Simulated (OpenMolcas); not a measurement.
In II: CASPT2 settings compared

| Property | Result |
| --- | --- |
| Program | OpenMolcas 26.06 |
| Basis | ANO-R2 [7s6p4d2f1g] |
| Scalar Hamiltonian | X2C, finite nucleus |
| Active space | 2 electrons in 4 orbitals (5s 5p) |
| State averaging | 2S+1 = 1 even, 7 roots; 2S+1 = 3 even, 3 roots kept (CI in the orbitals of an earlier block); 2S+1 = 1 odd, 3 roots; 2S+1 = 3 odd, 3 roots kept (CI in the orbitals of an earlier block) |
| Spin-orbit coupling | state interaction with AMFI integrals over the reference wave functions, term energies averaged over their components |

Methods on the same reference wave functions:
A. CASSCF
B. SS-CASPT2, IPEA 0.75 Eh, sigma2 regulariser 0.4 Eh (closed shells correlated: 4d)
C. MS-CASPT2, IPEA 0.75 Eh, sigma2 regulariser 0.4 Eh (closed shells correlated: 4d)
D. XMS-CASPT2, IPEA 0.6 Eh, imaginary shift 0.3 Eh (closed shells correlated: none)
E. XMS-CASPT2, IPEA 0.1 Eh, imaginary shift 0.25 Eh (closed shells correlated: 4s 4p 4d)

Energies in cm-1 above 5s2 1S0, the measured ground level; measured values from NIST Handbook of Basic Atomic Spectroscopic Data.

```csv
Level,A,B,C,D,E,Measured
5s2 1S0,0.0,0.0,0.0,0.0,0.0,0.0
5s 5p 3P* 0,42368,45850,46390,40750,46120,42276
5s 5p 3P* 1,42908,46380,46920,41290,46650,43351
5s 5p 3P* 2,44074,47560,48100,42450,47820,45830
5s 5p 1P* 1,65872,64500,65030,64040,64460,63038
5p2 3P0,97211,103340,103880,98330,105000,101608
5p2 3P1,98301,104520,105060,99480,106210,103249
5p2 3P2 [53 %],99823,105820,106360,100510,106800,
5p2 1D2 [53 %],106956,109720,110260,103350,109270,
5p2 1S0,123536,122520,123600,119090,122860,121289
```

Deviations, from unrounded energies. A percentage is the sum of absolute deviations over the sum of measured energies, with the sign that they share, or ± where signs differ.

| Against measurement | Levels | A | B | C | D | E |
| --- | --- | --- | --- | --- | --- | --- |
| mean absolute deviation (cm-1) | 7 | 2400 | 2000 | 2600 | 2500 | 2600 |
| other configurations (%) | 7 | ±3.2 | +2.7 | +3.5 | ±3.3 | +3.6 |

B lies closest to measurement on these levels and E furthest from it. The largest miss of B in the table is 5s 5p 3P* 0, by +3600 cm-1. The ranking rests on the paired levels alone, and a cruder setting can come out closer through cancelling errors.

Among B to E the level of the table that moves most is 5p2 1D2 [53 %], by 6900 cm-1 (lowest in D, highest in C). Moves below CASPT2's spread within the term are not significant.

The mean deviations of B to E differ by less than CASPT2's widest spread within a term (780 cm-1), so their order carries little weight.

The lowest spin-free term lies below A's lowest term by 0.427 hartree in B, 0.430 hartree in C, 0.010 hartree in D, 0.673 hartree in E.

CASPT2 does not keep the components of a term degenerate, so their means are used; among the terms shown or strongly mixed into the levels shown the widest spread is 780 cm-1 (5p2 1D, E). Terms from blocks run as CI alone lack orbitals of their own. The ¹D term of p² mixes with s d, which this space lacks. Without dynamic correlation excited terms often stand tens of per cent too high (terms of higher spin than the ground term too low), and those without a measured partner can miss by more than the paired ones (holds for A). Some levels mix across a computed gap that differs much from the measured one, so their mixing is not that of the real levels (holds for B; C; D). Measured partners are found by configuration, term and J. A level has none where our copy of the source lacks it or the pairing is in doubt (some pairs that miss far off the trend of their configuration count as doubtful), and it then counts in no deviation. Only configurations of the active space appear.

A share in square brackets marks a mixed level and gives the weight of the term that names it, the lowest over the columns. * marks odd parity.
